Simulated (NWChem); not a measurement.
CH4F2O2Si; SMILES CO[Si](O)(F)F

```xyz
10

C      0.0018     2.3063    -0.0881
O      0.7189     1.0990     0.1336
Si     0.0656    -0.3991     0.0431
O     -1.3424    -0.4413     0.9015
F      1.1694    -1.4318     0.6136
F     -0.2237    -0.8618    -1.4876
H     -0.9615     2.3206     0.4663
H     -0.2082     2.4591    -1.1695
H      0.6264     3.1497     0.2670
H     -1.9243    -1.2049     0.7470
```
Atoms are numbered in this order, from 1.

Level: PBE-D3(BJ)/def2-SVP (NWChem), optimised geometry, unscaled harmonic frequencies. 

```tsv
frequency (cm⁻¹)	IR intensity (km/mol)
43	3.2
82	2.0
141	7.7
175	63.4
250	2.5
290	47.0
335	48.5
358	45.0
393	17.7
699	7.4
768	148.4
919	140.2
939	176.0
976	166.7
1130	138.1
1137	10.3
1183	207.1
1422	3.6
1425	5.7
1428	3.4
2945	53.3
3026	25.5
3062	19.5
3780	99.4
```

* **zero-point energy**: 38.4 kcal/mol
* **thermal correction to the enthalpy at 298.15 K (with zero-point energy)**: 44.1 kcal/mol
* **heat capacity Cv**: 25.7 cal/(mol K)
* **entropy at 298.15 K and 1 atm (symmetry number 1)**: 89.1 cal/(mol K)
* **dipole moment**: 2.31 D

Rigid rotor and harmonic oscillator; modes under 100 cm⁻¹ make the entropy uncertain.
